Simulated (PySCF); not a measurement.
A GIAO shielding run with PySCF (density fitting, non-relativistic, gas phase) on SMILES C=Cc1cc(S[SiH3])co1, C$_{6}$H$_{8}$OSSi:

```
$ OMP_NUM_THREADS=1 python probes_run.py task.json out

{"job": {"kind": "nmr", "xc": "PBE0", "basis": "pcSseg-1"}, "charge": 0, "multiplicity": 1}
C     -3.582867    -0.114128    -0.092198
C     -2.391582     0.472127    -0.159261
C     -1.139198    -0.212441     0.041252
C      0.144718     0.274001    -0.018232
C      0.996019    -0.823441     0.254116
S      2.747377    -0.896891     0.334503
Si     3.351125     1.112519    -0.140642
C      0.169306    -1.894663     0.459536
O     -1.115650    -1.532673     0.332001
H     -4.493104     0.436183    -0.250811
H     -3.674419    -1.165116     0.121979
H     -2.295933     1.526881    -0.376225
H      0.434540     1.283616    -0.227619
H      2.798607     2.016780     0.861407
H      2.860931     1.439049    -1.474577
H      4.796642     1.006955    -0.070062
H      0.386490    -2.916727     0.693848
```

Hardware: 1 thread of an Intel Xeon, shared host. The job also computes population analyses, field gradients, ring-centre shieldings.

(1) How large is the calculation?

(2) How long does it take, and how much memory does it need?

Results:

(1) 82 electrons, 207 basis functions and 1117 auxiliary functions.

(2) 73 s of wall time, with 14 SCF cycles and 5 response iterations; peak memory 0.97 GiB. Times on a shared host scatter by some tens of per cent.
